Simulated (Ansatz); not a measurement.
`C[O][Zn][O][SiH3]` + `C/N=C\N` → `C/N=C/N[SiH3]` + `C[O][Zn][OH]`  (ligand exchange at the Si–O bond)

Program: Ansatz. Geometries: PBE0-D4/def2-TZVP. ΔE: electronic, gas phase. CBS: MP2 limit from def2 TZ/QZ plus the TZ coupled-cluster correction, frozen cores. Double bonds are as drawn, so ΔE can hold a change between cis and trans. Functionals use def2-TZVPP. B3LYP here is the variant with VWN-RPA as its local correlation; programs differ in this. For Zn outer-core shells are correlated without core-valence functions, which leaves a few kJ/mol of doubt a bond. Scalar relativity is left out up to krypton. Each species was taken in one conformer, which may not be the lowest.

| level | ΔE (kJ/mol) | difference from CCSD(T)/CBS |
| --- | --- | --- |
| r2SCAN-D4 | 43.7 | -0.3 |
| B3LYP-D4 | 42.5 | -1.5 |
| ωB97M-V | 42.6 | -1.4 |
| B2PLYP | 46.0 | 2.0 |
| PBE | 35.5 | -8.5 |
| r2SCAN | 44.5 | 0.5 |
| PBE0 | 41.7 | -2.3 |
| B3LYP | 46.0 | 2.0 |
| HF/def2-TZVPP | 62.5 | 18.5 |
| MP2/def2-TZVPP | 43.3 | -0.7 |
| SCS-MP2/def2-TZVPP | 46.8 | 2.8 |
| CCSD(T)/def2-TZVPP | 44.9 | 0.9 |
| MP2/def2-QZVPP | 43.0 | -1.0 |
| HF/CBS(def2) | 63.5 | 19.5 |
| MP2/CBS(def2) | 42.3 | -1.7 |
| CCSD/CBS(def2) | 46.6 | 2.6 |
| CCSD(T)/CBS | 44.0 | 0 |

Largest T1 diagnostic among the species: 0.017.

The D4 term adds −3.5 kJ/mol with B3LYP and −2.1 kJ/mol with PBE0; it sums over pairs of atoms, weighted by their polarisabilities, and B3LYP, whose exchange is more repulsive, gets the larger term. From PBE to PBE0 (25 % exact exchange), in def2-TZVPP and without D4, ΔE moves by +6.2 kJ/mol.
